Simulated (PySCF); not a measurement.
# Electric field gradients and quadrupole coupling constants

C₅H₉N₃.
Cartesian coordinates in Å at the GFN2-xTB level; atoms count from 1:
```xyz
17
C5H9N3 angstrom
C      2.5024   -0.1688   -0.0481
C      1.1187   -0.6630   -0.2298
N      0.7757   -1.8376   -0.6693
N     -0.5679   -1.9006   -0.7018
C     -1.0391   -0.7641   -0.2814
C     -2.4686   -0.3986   -0.1633
N     -0.0042    0.0763    0.0431
C     -0.0831    1.4257    0.5203
H      2.6659    0.7371   -0.6313
H      3.1884   -0.9402   -0.3835
H      2.7017    0.0511    1.0011
H     -2.6900    0.4831   -0.7642
H     -3.0677   -1.2321   -0.5157
H     -2.7296   -0.1870    0.8739
H      0.8222    1.6712    1.0741
H     -0.1872    2.1256   -0.3136
H     -0.9445    1.5341    1.1795
```

Field gradients from the PBE0/pcSseg-1 density (PySCF, non-relativistic), principal values in atomic units, ordered |Vxx| ≤ |Vyy| ≤ |Vzz|:

```
atom     Vxx     Vyy      Vzz
  N3  0.3626  0.6647  -1.0273
  N4  0.3650  0.6634  -1.0284
  N7  0.2282  0.4397  -0.6679
```

**Question.** Find the asymmetry η = (Vxx − Vyy)/Vzz and the couplings χ = eQV/h (234.96 MHz × Q in barn × V in au), with Q(14N) = 0.02044 b.

**Answer.** 
| atom | environment | nucleus | η | χzz (MHz) | χxx (MHz) | χyy (MHz) |
| --- | --- | --- | --- | --- | --- | --- |
| N3 | pyridine-type nitrogen | 14N | 0.29 | -4.934 | 1.741 | 3.192 |
| N4 | pyridine-type nitrogen | 14N | 0.29 | -4.939 | 1.753 | 3.186 |
| N7 | pyrrole-type nitrogen | 14N | 0.32 | -3.208 | 1.096 | 2.112 |

**Question.** What is Vzz at N3 in SI units (1 au = 9.71736 × 10²¹ V/m²)?

**Answer.** -1.0273 au = -9.983 × 10²¹ V/m².

**Question.** And the gradient at the other heavy atoms, for which no coupling is worked out here?

**Answer.** 
```tsv
atom	environment	Vzz (au)	η
C1	benzylic-type carbon	0.089	0.74
C2	substituted aromatic carbon	-0.248	0.22
C5	substituted aromatic carbon	-0.247	0.22
C6	benzylic-type carbon	0.089	0.75
C8	N-methyl carbon	0.309	0.04
```

**Question.** What couplings would deuterons (Q(2H) = 0.00286 b) have in place of the hydrogens, at this geometry?

**Answer.** 
```json
{"atom": "H9", "bonded to": "C1", "bond length (Å)": "1.090", "Vzz (au)": "0.3094", "η": "0.03", "χzz (kHz)": "208"}
{"atom": "H10", "bonded to": "C1", "bond length (Å)": "1.085", "Vzz (au)": "0.3144", "η": "0.01", "χzz (kHz)": "211"}
{"atom": "H11", "bonded to": "C1", "bond length (Å)": "1.090", "Vzz (au)": "0.3090", "η": "0.03", "χzz (kHz)": "208"}
{"atom": "H12", "bonded to": "C6", "bond length (Å)": "1.090", "Vzz (au)": "0.3095", "η": "0.03", "χzz (kHz)": "208"}
{"atom": "H13", "bonded to": "C6", "bond length (Å)": "1.085", "Vzz (au)": "0.3146", "η": "0.01", "χzz (kHz)": "211"}
{"atom": "H14", "bonded to": "C6", "bond length (Å)": "1.090", "Vzz (au)": "0.3092", "η": "0.03", "χzz (kHz)": "208"}
{"atom": "H15", "bonded to": "C8", "bond length (Å)": "1.089", "Vzz (au)": "0.3027", "η": "0.07", "χzz (kHz)": "203"}
{"atom": "H16", "bonded to": "C8", "bond length (Å)": "1.094", "Vzz (au)": "0.2957", "η": "0.05", "χzz (kHz)": "199"}
{"atom": "H17", "bonded to": "C8", "bond length (Å)": "1.090", "Vzz (au)": "0.3013", "η": "0.07", "χzz (kHz)": "202"}
```

Isolated species at its GFN2-xTB geometry, gas phase. GFN2-xTB frequencies show an imaginary mode (26i cm⁻¹), so this geometry is no minimum at that level. GFN2-xTB bond lengths can be off by several hundredths of an ångström, more for odd bonds, and the gradients follow them. A larger basis could move these couplings by a tenth or more.
